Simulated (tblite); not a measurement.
Isomers of C5H9ClOSi. Calculated harmonic vibrations of the isolated species, GFN2-xTB (tblite), most abundant isotopes, no scaling. The method is semi-empirical: single wavenumbers can be off by several per cent or more. Modes of hydrogen on silicon can be 10 to 20 % off. One conformer each.

Electronic energies: GFN2-xTB at the same geometries; isomer energies are rough at this level and their order can be wrong.

```json
{"SMILES": "[SiH3]O/C(Cl)=C\\C1CC1", "electronic energy, lowest = 0 (kcal/mol)": "0.0"}
{"SMILES": "COC1=C[C@@H](Cl)[SiH2]C1", "electronic energy, lowest = 0 (kcal/mol)": "31.1"}
{"SMILES": "C/C=C(\\C=O)C[SiH2]Cl", "electronic energy, lowest = 0 (kcal/mol)": "12.2"}
```

Question: How do GFN2-xTB zero-point energies change the relative energies?

Answer: 
```csv
SMILES,ZPE (kcal/mol),of it from modes above 1550 cm⁻¹,electronic (kcal/mol),"with ZPE, lowest = 0 (kcal/mol)",lowest mode (cm⁻¹),rings
[SiH3]O/C(Cl)=C\C1CC1,76.8,38.9,0.0,0.0,44,1
C/C=C(\C=O)C[SiH2]Cl,77.3,41.3,12.2,12.7,15,0
COC1=C[C@@H](Cl)[SiH2]C1,78.3,38.9,31.1,32.5,46,1
```

The zero-point energies span 1.5 kcal/mol, from `[SiH3]O/C(Cl)=C\C1CC1` to `COC1=C[C@@H](Cl)[SiH2]C1`. The order is unchanged.
